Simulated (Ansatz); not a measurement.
Relaxation of Pt₄ with RKS PBE0-D4/def2-SVP.

```sh
$ ansatz run in.yaml --threads 4 --pin off --events-out ev --progress --plain --max-ram 3916MiB
```

```yaml
crystal:
  periodic: [false, false, false]
  atoms:
    - {symbol: Pt, position_ang: [0.665560, -1.107610, -0.179310]}
    - {symbol: Pt, position_ang: [-0.666320, 1.108490, 0.179610]}
    - {symbol: Pt, position_ang: [-1.838730, -1.116460, 0.068280]}
    - {symbol: Pt, position_ang: [1.839480, 1.115580, -0.068590]}
basis:
  gaussian: {orbitals: def2-SVP}
hamiltonian: {xc: pbe0, dispersion: d4}
scf: {lower_state_search: "off"}
output: {orbitals: {seedname: orbitals}}
relax: {f_tol: 0.02, max_steps: 100}
```

Run time 32 s (4 threads of Arm Neoverse V2 on a shared host).

Positions (Å) and forces (eV/Å) at steps 1, 2, 3, 4, 7, 8, 10, 11 of 11:

```xyz
4
step=1 energy=-12987.4151 eV
Pt    0.666   -1.108   -0.179   -0.889    1.478    0.240
Pt   -0.666    1.108    0.180    0.895   -1.482   -0.240
Pt   -1.839   -1.116    0.068   -0.739   -0.446    0.028
Pt    1.839    1.116   -0.069    0.733    0.450   -0.027
4
step=2 energy=-12986.8590 eV rejected
Pt    0.566   -0.942   -0.152    3.292   -5.477   -0.887
Pt   -0.566    0.942    0.153   -3.288    5.474    0.886
Pt   -1.982   -1.203    0.074    0.750    0.458   -0.028
Pt    1.982    1.203   -0.074   -0.754   -0.455    0.028
4
step=3 energy=-12987.6008 eV
Pt    0.616   -1.025   -0.166    0.410   -0.681   -0.110
Pt   -0.617    1.026    0.166   -0.405    0.678    0.110
Pt   -1.900   -1.154    0.071    0.032    0.022   -0.001
Pt    1.901    1.153   -0.071   -0.037   -0.019    0.002
4
step=4 energy=-12987.6174 eV
Pt    0.627   -1.044   -0.169   -0.014    0.023    0.004
Pt   -0.627    1.044    0.169    0.015   -0.024   -0.004
Pt   -1.897   -1.151    0.070    0.057    0.035   -0.002
Pt    1.897    1.151   -0.071   -0.058   -0.034    0.002
4
step=7 energy=-12987.6194 eV
Pt    0.631   -1.048   -0.129   -0.003    0.007    0.022
Pt   -0.623    1.040    0.209    0.007   -0.011    0.019
Pt   -1.897   -1.145    0.031    0.011    0.010   -0.021
Pt    1.890    1.153   -0.110   -0.016   -0.006   -0.020
4
step=8 energy=-12987.6510 eV
Pt    0.646   -1.060    0.064    0.083   -0.133    0.040
Pt   -0.599    1.012    0.400   -0.074    0.125    0.084
Pt   -1.875   -1.100   -0.163   -0.148   -0.082   -0.057
Pt    1.828    1.148   -0.301    0.139    0.091   -0.068
4
step=10 energy=-12987.6549 eV
Pt    0.649   -1.064    0.086    0.003   -0.003    0.023
Pt   -0.599    1.012    0.422    0.001    0.000    0.024
Pt   -1.876   -1.097   -0.185   -0.030   -0.016   -0.022
Pt    1.825    1.149   -0.323    0.027    0.019   -0.025
4
step=11 energy=-12987.6558 eV
Pt    0.651   -1.066    0.114   -0.002    0.003   -0.004
Pt   -0.595    1.009    0.450    0.001   -0.002   -0.005
Pt   -1.871   -1.089   -0.213    0.008    0.004    0.005
Pt    1.815    1.147   -0.350   -0.007   -0.005    0.005
```

In the def2 sets Pt takes a core potential; there is no spin–orbit coupling. The restricted singlet is unstable towards broken spin symmetry in Hartree–Fock (as tested in another run); at PBE0-D4/def2-SVP this wasn't settled. The relaxation made no stability test and no search for a lower SCF solution. No other spin state of charge 0 was run. Another isomer (singlet) lies 0.41 eV lower at PBE0-D4/def2-TZVP; other spin states weren't run for this one.
